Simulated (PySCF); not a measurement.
# Löwdin shares of the frontier orbitals

Compound: C6H5NOS.
Atom-mapped SMILES: `[CH:1]#[C:2][c:3]1[cH:4][c:5]([O:6][CH3:7])[s:8][n:9]1` (hydrogens: H10 on C1; H11 on C4; H12, H13, H14 on C7)

Computed, not measured: TDDFT PBE0/def2-SVPD, vertical, gas phase, core orbitals frozen in the response in PySCF. Geometry: GFN2-xTB, one conformer, isolated molecule. Torsions of this conformer, `[CH:1]#[C:2][c:3]1[cH:4][c:5]([O:6][CH3:7])[s:8][n:9]1`: C4–C5–O6–C7 0°.

Frontier orbitals with the atoms that hold most of them (Löwdin shares over 4%, at most four atoms; ? is withheld):

```
orbital  ε (eV)                           atoms
 LUMO+2    0.44   C4 25%, C5 24%, S8 10%, C1 9%
 LUMO+1   -0.15    S8 50%, N9 10%, C5 9%, C1 6%
   LUMO       ?                               ?
   HOMO   -6.94                               ?
 HOMO-1   -7.49  C4 31%, C5 14%, S8 11%, O6 10%
 HOMO-2   -8.33   C1 34%, C2 32%, N9 13%, C3 7%
 HOMO-3   -8.50    N9 53%, C2 12%, C1 9%, S8 8%
```

(1) Give the leading atoms of the HOMO.

(2) Which atoms hold the LUMO, and with what shares?

(3) What is the LUMO energy, and the HOMO–LUMO gap?

Answers

(1) S8 (bonded to C and N) 23%; N9 (bonded to C and S) 20%; C1 (bonded to C and H) 12%; O6 (bonded to 2 C) 11%.

(2) N9 (bonded to C and S) 22%; S8 (bonded to C and N) 18%; C3 (bonded to 2 C and N) 16%; C1 (bonded to C and H) 13%. By element: carbon 29% or more, nitrogen 22%, sulfur 18%.

(3) ε(LUMO) = -1.25 eV; the gap is 5.68 eV (0.2089 hartree).

Q: How does S1 compare with the orbital gap of 5.68 eV?

A: S1 is at 5.13 eV (f = 0.120), 0.56 eV below the gap, made of HOMO→LUMO (88%). 

Q: One configuration dominates each of S1, S2, S3, S4 and S6. Which, and how do the shares of the two leading atoms of either orbital change from the occupied to the empty one?

A: 
- S1 (5.13 eV, f 0.120), HOMO→LUMO (88%): S8 23% → 18%, N9 20% → 22%
- S2 (5.31 eV, f 0.0014), HOMO→LUMO+1 (90%): S8 23% → 50%, N9 20% → 10%
- S3 (5.31 eV, f 0.212), HOMO-1→LUMO (85%): C4 31% → at most 13%, C5 14% → at most 13%, N9 at most 11% → 22%, S8 11% → 18%
- S4 (5.43 eV, f 0.0012), HOMO-2→LUMO (87%): C1 34% → 13%, C2 32% → at most 13%, N9 13% → 22%, S8 at most 8% → 18%
- S6 (5.94 eV, f 0.0001), HOMO-1→LUMO+1 (95%): C4 31% → at most 7%, C5 14% → 9%, S8 11% → 50%, N9 at most 11% → 10%

Löwdin shares depend on the basis, the more so with diffuse functions.

The run took 45 s wall on one thread of an Intel Xeon Platinum 8259CL at 2.50 GHz, shared host, and the process peaked at 0.89 GiB of memory.
